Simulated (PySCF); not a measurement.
Match each property card to its molecule.

Structures:
1. `ClCC#C[C@@H]1C[SiH2]O[SiH2]1`
2. `N(/[H])=C/C(C(=O)C(F)(F)F)=C`
3. `O=C(C)OC1CCCCC1`
4. `Cl[SiH2]Cl`

Card P (geometry GFN2-xTB):
- Rotational constants A, B, C: 2.042, 1.100, 0.825 GHz
- HOMO energy (PBE0/pcSseg-1): -7.96 eV
- 13C chemical shifts (computed TMS as zero) by class (GIAO PBE0/pcSseg-1): 184.5 (1 C), 167.7 (1 C), 147.7 (1 C), 147.6 (1 C), 125.7 (1 C) ppm
- Point group: C1
- Dipole moment (PBE0/pcSseg-1): 2.81 D

Card Q (geometry GFN2-xTB):
- Rotational constants A, B, C: 14.426, 2.638, 2.290 GHz
- Static isotropic polarisability (B3LYP/def2-SVPD): 52.6 au
- HOMO energy (B3LYP/def2-SVPD): -8.92 eV
- Isotropic shieldings of nuclei other than C and H, by class (GIAO PBE0/pcSseg-1): 354 (1 Si), 919 (2 Cl) ppm
- Point group: C2v
- Lowest singlet excitation (TDDFT B3LYP/def2-SVPD): 7.49 eV (166 nm, f = 0.012)
- Dipole moment (B3LYP/def2-SVPD): 1.16 D

Card R (geometry GFN2-xTB):
- Rotational constants A, B, C: 2.587, 0.371, 0.338 GHz
- HOMO energy (PBE0/pcSseg-1): -7.36 eV
- 13C chemical shifts (computed TMS as zero) by class (GIAO PBE0/pcSseg-1): 99.6 (1 C), 82.5 (1 C), 39.1 (1 C), 20.8 (1 C), 16.2 (1 C) ppm
- Dipole moment (PBE0/pcSseg-1): 2.73 D

Card S (geometry GFN2-xTB):
* Rotational constants A, B, C: 3.105, 0.728, 0.655 GHz
* Point group: C1
* Dipole moment (PBE0/pcSseg-1): 2.04 D
* HOMO energy (PBE0/pcSseg-1): -7.78 eV
* 13C chemical shifts (computed TMS as zero) by class (GIAO PBE0/pcSseg-1): 175.7 (1 C), 76.1 (1 C), 35.4 (2 C), 29.5 (1 C), 28.4 (2 C), 23.9 (1 C) ppm

All species are isolated and taken at one optimised geometry, non-relativistic unless stated. Electronic properties by PySCF. NMR classes are plain means over equivalent atoms (diastereotopic ones count apart unless rotation or inversion swaps them), as if these changed places fast.

Task: Which card belongs to which structure?

Result: P = 2, Q = 4, R = 1, S = 3. What ties each card to its structure:
- 1 (card R), C5H9ClOSi2, monoisotopic mass 176.0 u, 9 heavy atoms: 5 C in 5 classes; the least shielded carbon (99.6 ppm) is an alkyne carbon; an asymmetric top with C = 0.338 GHz, the lowest such constant on the cards; dipole 2.73 D.
- 2 (card P), C5H4F3NO, monoisotopic mass 151.0 u, 10 heavy atoms: 5 C in 5 classes; the least shielded carbon (184.5 ppm) is a ketone carbonyl carbon; an asymmetric top with C = 0.825 GHz; dipole 2.81 D.
- 3 (card S), C8H14O2, monoisotopic mass 142.1 u, 10 heavy atoms: 8 C in 6 classes; the least shielded carbon (175.7 ppm) is an ester carbonyl carbon; an asymmetric top with C = 0.655 GHz; dipole 2.04 D.
- 4 (card Q), Cl2H2Si, monoisotopic mass 99.9 u, 3 heavy atoms: point group C2v; an asymmetric top with C = 2.290 GHz, the highest such constant on the cards; polarisability 52.6 au for 50 electrons; dipole 1.16 D.
